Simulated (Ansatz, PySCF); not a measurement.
Pair of molecules: HCl (SMILES Cl) (first 2 atoms) with SiH4 (SMILES [SiH4]); geometry from B3LYP-D3(BJ)/def2-TZVP.
(charge 0, multiplicity 1):
```xyz
7

Cl    -0.06854    -0.33803    -0.32481
H     -0.67544    -1.32229     0.22906
Si     0.01950     0.15673     3.41009
H      0.83540     1.26626     2.87323
H     -1.36150     0.24779     2.88511
H     -0.01570     0.23435     4.88886
H      0.60912    -1.14018     3.00674
```

Interaction energies are E(AB) − E(A) − E(B) at the monomers' geometry in the complex; basis-set methods are counterpoise corrected. Rows marked so take none.

Rows in 3-21G, 6-31G* carry no dispersion term and start afresh at each structure (6-31G* with six Cartesian d functions).

Codes used: Ansatz (Gaussian basis) for Hartree–Fock, density functionals and correlated methods; PySCF for 3-21G rows, 6-31G* rows, the dispersion terms. Values without a source in brackets are computed.

### Question
One of these levels gives -2.3 kJ/mol for the interaction energy. Which one is it?
A. BP86/6-31G* (no counterpoise)
B. HF/3-21G (no counterpoise)
C. PBE-D3(BJ)/def2-TZVPPD
D. BHLYP/def2-TZVPPD

### Answer
B, HF/3-21G (no counterpoise). The others give -4.7 (PBE-D3(BJ)/def2-TZVPPD), 1.8 (BP86/6-31G* (no counterpoise)), 0.5 (BHLYP/def2-TZVPPD)

Ansatz is an electronic-structure program.
